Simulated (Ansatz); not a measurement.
Several settings on one geometry of B5⁺ (the lowest singlet isomer of a short search) (that of the charge 1 singlet, B3LYP-D4/def2-SVP). Ansatz on 4 threads of AMD EPYC 9R45 on a shared host; times are rough.

Cartesian coordinates in Å:
```
B 0.319 -1.211 0.021
B -0.971 0.753 -0.021
B 0.497 1.285 -0.014
B 1.343 -0.032 0.013
B -1.188 -0.795 0.000
```

Totals from different functionals, basis sets or treatments of relativity can't be compared as stabilities.

The 6-31G sets use Cartesian d functions. HSE06 is defined as in plane-wave codes, on full-range PBE exchange.

The spins typed aren't always the lowest for that charge.

(1) Give the basis size and estimate the energy, ⟨S²⟩ and time of these runs.

| run | method | charge | state | further keys |
| --- | --- | --- | --- | --- |
| 1 | RKS BHLYP/6-31G* | 1 | singlet | fitting: {mean_field: def2-universal-jkfit}; scf: {omitted_lower_state_checks: [starts]}; forces asked |
| 2 | ROKS HSE06-D4/def2-mTZVP | 1 | triplet | scf: {omitted_lower_state_checks: [starts]}; forces asked |
| 3 | RKS B3LYP5/def2-SVP | 1 | singlet | forces asked |

## Answers

(1) 
```tsv
run	functions	energy (Eh)	⟨S²⟩	wall time
1	75	-123.5828	–	0.3 s
2	95	-123.4152	–	1.6 s
3	70	-123.4804	–	0.35 s
```
